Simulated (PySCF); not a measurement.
Al(F)(Me)(SH) (CH4AlFS), SMILES [SH][Al]([F])[CH3].

Geometry: B3LYP-D3(BJ)/def2-SVP. Other conformers were not sampled.

The numbers are results of PySCF with r2SCAN/def2-TZVP, not measurements.

Symmetry labels are those of the subgroup Cs that the program uses (full group Cs).

Computed valence orbital energies around the gap with their symmetry:
| orbital | symmetry | energy (eV) |
|---|---|---|
| HOMO−7 | A' | -10.55 |
| HOMO−6 | A' | -10.41 |
| HOMO−5 | A" | -10.38 |
| HOMO−4 | A" | -9.84 |
| HOMO−3 | A' | -9.65 |
| HOMO−2 | A' | -8.98 |
| HOMO−1 | A' | -7.53 |
| HOMO | A" | -6.93 |
| LUMO | A" | -0.86 |
| LUMO+1 | A' | -0.71 |
| LUMO+2 | A' | -0.13 |
| LUMO+3 | A' | 1.04 |
